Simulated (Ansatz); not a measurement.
Sn nanocrystals, cubic, H-capped: gap (eV) against size, from Ansatz at PBE0-D4/def2-SVP, gas phase, singlets. N counts the atoms other than H and halogen caps. Core potentials for Sn, no spin–orbit coupling. The structures are stationary points that may keep the symmetry of their start.

```tsv
species	geometry	N	N^(−1/3)	gap (eV)
Sn9H16	PBE-D4/def2-SVP	9	0.481	5.44
Sn10H16	PBE-D4/def2-SVP	10	0.464	5.39
Sn13H20	PBE-D4/def2-SVP	13	0.425	4.99
Sn19H28	PBE-D4/def2-SVP	19	0.375	4.32
Sn20H28	PBE-D4/def2-SVP	20	0.368	4.41
Sn22H28	PBE-D4/def2-SVP	22	0.357	4.28
Sn29H36	PBE-D4/def2-SVP	29	0.325	4.11
```

Fit a straight line in N^(−1/3) and predict the value for Sn30H36 (N = 30, PBE-D4/def2-SVP geometry).

With x = N^(−1/3) and y = gap (eV): mean x = 0.3993, mean y = 4.706; Σ(x − x̄)(y − ȳ) = 0.1925, Σ(x − x̄)² = 0.0204; slope b = 9.436, intercept a = ȳ − b·x̄ = 0.9382. The residuals of the fitted rows reach 0.16. At x = 0.322 the line gives 0.9382 + (9.436 × 0.322) = 3.98; the run gave 4.08, 0.10 more than the line. R² of the fitted rows is 0.98. The intercept, 0.9382 eV, is the line's value for infinite size, a rough extrapolation from members this small. The gap is the Kohn–Sham HOMO–LUMO difference.
